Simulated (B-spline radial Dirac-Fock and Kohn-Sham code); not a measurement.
Two-hole binding energies of Ce⁺

System: cerium as Ce⁺ in the configuration [Xe] 4f2 5d1 (an excited configuration).

These are calculated numbers from a radial atomic solver; the model is Dirac-Fock (average of configuration) total-energy differences with a finite nucleus, the Breit interaction including its frequency dependence, and self-energy and vacuum-polarisation corrections. U is the two-hole binding energy less the two single-hole energies, the effective repulsion of the holes after relaxation. Each two-hole energy is an average over J within one jj subconfiguration.

```
          holes  E(a) (eV)  E(b) (eV)  E(ab) (eV)  U (eV)
   1s⁻¹ 2p1/2⁻¹    40447.3     6170.6     46897.7   279.8
   1s⁻¹ 2p3/2⁻¹    40447.3     5729.5     46425.8   249.0
   1s⁻¹ 3p3/2⁻¹    40447.3     1191.9     41715.0    75.8
        2p3/2⁻²     5729.5     5729.5     11632.7   173.8
   2s⁻¹ 3p1/2⁻¹     6560.4     1280.3      7907.7    66.9
   2s⁻¹ 3d5/2⁻¹     6560.4      888.8      7518.7    69.5
2p1/2⁻¹ 3d5/2⁻¹     6170.6      888.8      7130.8    71.4
2p3/2⁻¹ 3d5/2⁻¹     5729.5      888.8      6687.1    68.8
        3p1/2⁻²     1280.3     1280.3      2613.9    53.2
        3d3/2⁻²      907.2      907.2      1869.0    54.6
        3d5/2⁻²      888.8      888.8      1831.7    54.2
        4d5/2⁻²      115.5      115.5           ?       ?
        5p1/2⁻²      30.54      30.54       72.79    11.7
        5p3/2⁻²      28.00      28.00       66.84    10.9
```

Problem. Give the missing two-hole energy and U.

Solution. E(ab) = 250.6 eV and U = 19.6 eV.
